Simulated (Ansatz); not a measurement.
Bond stretch in SMILES C=[SiH2] (CH₄Si). The C1–Si4 bond (C1 also carries H, H; Si4 carries H, H) is pulled apart rigidly from the PBE0/def2-TZVP optimised geometry.

Calculation: CCSD(T) on UHF/cc-pVTZ, frozen core in Ansatz (a first-principles code).

The batch members p0 to p5 hold the bond at 1.37, 1.44, 1.52, 1.58, 1.63, 1.70 Å.

Ansatz input:

Ansatz 0.2 input:
```yaml
# input.yaml
basis:
  gaussian: { orbitals: cc-pvtz }
correlation:
  method: ccsd_t
  electrons: outside_noble_gas
scf:
  omitted_lower_state_checks: [cluster_reference, increment]
batch:
  members: [p0.yaml, p1.yaml, p2.yaml, p3.yaml, p4.yaml, p5.yaml]

# p3.yaml, one of the 6 members of this batch
crystal:
  periodic: [false, false, false]
  atoms:
    - { symbol: C, position_ang: [0.0, 0.0, 0.0] }
    - { symbol: H, position_ang: [-0.0000543, -0.91785357, -0.57632547] }
    - { symbol: H, position_ang: [0.0, 0.91696256, -0.57769679] }
    - { symbol: Si, position_ang: [0.0, 0.0, 1.58] }
    - { symbol: H, position_ang: [-0.00006306, -1.24463747, 2.3776004] }
    - { symbol: H, position_ang: [-0.0000111, 1.2441295, 2.37839609] }
total_charge: 0
magnetization:
  spin_polarized: true
```

Lines of the output on each member:

```
Member 1: Total energy: -8962.13535760 eV, -329.3523996383 hartree
Member 1: Checks for a lower state left out: cluster_reference, increment
Member 0: Total energy: -8960.55602150 eV, -329.2943601073 hartree
Member 0: Checks for a lower state left out: cluster_reference, increment
Member 2: Total energy: -8963.27082700 eV, -329.3941273691 hartree
Member 2: Checks for a lower state left out: cluster_reference, increment
Member 3: Total energy: -8963.77437764 eV, -329.4126325138 hartree
Member 3: Checks for a lower state left out: cluster_reference, increment
Member 4: Total energy: -8964.01810933 eV, -329.4215894882 hartree
Member 4: Checks for a lower state left out: cluster_reference, increment
Member 5: Total energy: -8964.14339918 eV, -329.4261938054 hartree
Member 5: Checks for a lower state left out: cluster_reference, increment
```

The unrestricted determinant behind UCCSD(T) is spin-contaminated at 1.63 to 5.86 Å (<S²> up to 2.0, against 0.00 for a pure singlet).
